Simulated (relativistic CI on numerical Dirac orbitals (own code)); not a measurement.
Pb47+: sensitivity of the levels to the model

Base calculation: Dirac-Coulomb-Breit CI, orbitals from a KLI potential per configuration, a model potential for QED, unscaled Slater integrals.

Configurations in the expansion (outside the closed core [Ar] 3d10): 4s2 4p5, 4s 4p6, 4s2 4p4 4d, 4s 4p5 4d, 4s2 4p4 4f, 4s 4p5 4f, 4p6 4d, 4s 4p4 4d2, 4s2 4p3 4d 4f, 4p6 4f, 4p5 4d 4f, 4p5 4d2, 4p4 4d3, 4p4 4d2 4f. Double excitations out of closed p, d and f shells are left out; levels of such configurations are missing from the list, as are those of other unlisted configurations, and high levels can miss mixing partners.

Variants: (1) Breit term removed; (2) one mean potential for all configurations. Shifts of the energy above 4s2 4p5 2P°_3/2, in eV, for the lowest level and the first level of each name with at least 55 % of one term (blank where a level changes its place among those of its configuration and J or its character, or is not in the variant):

```csv
Level,Base,Δ(1),Δ(2)
4s2 4p5 2P°_3/2,0.000,0.000,0.000
4s2 4p5 2P°_1/2,162.026,+1.653,+0.005
4s2 4p4 4d 2D_3/2,192.515,+0.654,-0.005
4s2 4p4 4d 4F_9/2,212.676,+1.506,-0.006
4s 4p6 2S_1/2,288.364,+0.484,+0.037
4s2 4p4 4d 4D_1/2,331.807,+2.331,-0.010
4s2 4p4 4d 2G_7/2,343.722,+2.523,-0.009
4s2 4p4 4d 2G_9/2,377.234,+3.224,-0.011
4s2 4p4 4f 4D°_1/2,436.123,+1.751,-0.135
4s2 4p4 4f 4G°_11/2,447.163,+2.452,-0.154
4s2 4p4 4f 2F°_7/2,454.457,+2.208,-0.158
4s 4p5 4d 4P°_1/2,464.123,+0.740,+0.030
4s 4p5 4d 4P°_3/2,471.065,+0.894,+0.023
4s 4p5 4d 2P°_1/2,493.430,+0.831,+0.023
```

At this charge energies of transitions that change n are usually good to better than 1 %, and those within a shell (Δn = 0) to a few per cent.

Ionisation energy from the two ground configurations alone: base 2604.04 eV; Breit term removed 2606.56 eV. The NIST ASD value (theoretical) is 2605 eV.

LS names give the leading component of a level, which can be under half, so a name can repeat, a term be missing and a line seem to break the LS rules.
